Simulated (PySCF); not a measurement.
SiHFBr₂, SMILES F[SiH](Br)Br.

Coordinates come from a PBE-D3(BJ)/def2-SVP optimisation. The structure was generated by enumeration, and PubChem lists no compound with its InChIKey, so it may never have been made.

Level of theory: PBE-D3(BJ)/def2-SVP run with PySCF 2.14.0.

Frequencies are harmonic and unscaled.

Q: Estimate the vibrational spectrum. (The exact figures need the calculation; the answer reports its results.)

A: 
```csv
mode,ν (cm⁻¹),IR (km/mol),moving atoms (share of kinetic energy)
1,113,0.4,"Br 79 %, Si 12 %"
2,195,3.9,"F 76 %, Br 22 %"
3,237,5.9,"F 46 %, Si 30 %, Br 23 %"
4,399,34.1,"Si 65 %, Br 26 %"
5,484,128.4,"Si 73 %, Br 19 %"
6,747,199.5,"H 90 %, Si 9 %"
7,781,36.7,"H 88 %, F 10 %"
8,893,145.7,"F 51 %, Si 44 %"
9,2238,65.1,H 96 %
```
